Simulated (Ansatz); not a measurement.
System: sum formula SiHCl, charge -1, multiplicity 2. 
Coordinates optimised at B3LYP-D3(BJ)/def2-TZVP (Ansatz, an electronic-structure program):
```
Si
H 1 1.5488
Cl 1 2.2791 2 93.42
```
Charge -1, spin multiplicity 2.

Basis-set convergence of Hartree-Fock and CCSD correlation energies (hartree) with Ansatz. Correlated levels leave the core frozen unless marked. UHF or UKS for open shells. Spin-orbit coupling is left out. Non-relativistic. This anion needs diffuse functions, which these sets lack.

| basis | functions | E(HF) | E(corr, CCSD) |
|---|---|---|---|
| cc-pV(D+d)Z | 51 | -749.03925 | -0.25221 |
| cc-pV(T+d)Z | 92 | -749.06757 | -0.33198 |
| cc-pV(Q+d)Z | 158 | ___ | ___ |

**Question.** What belongs in the gaps?

**Answer.** 
- cc-pV(Q+d)Z, E(HF): -749.07672
- cc-pV(Q+d)Z, E(corr, CCSD): -0.35845
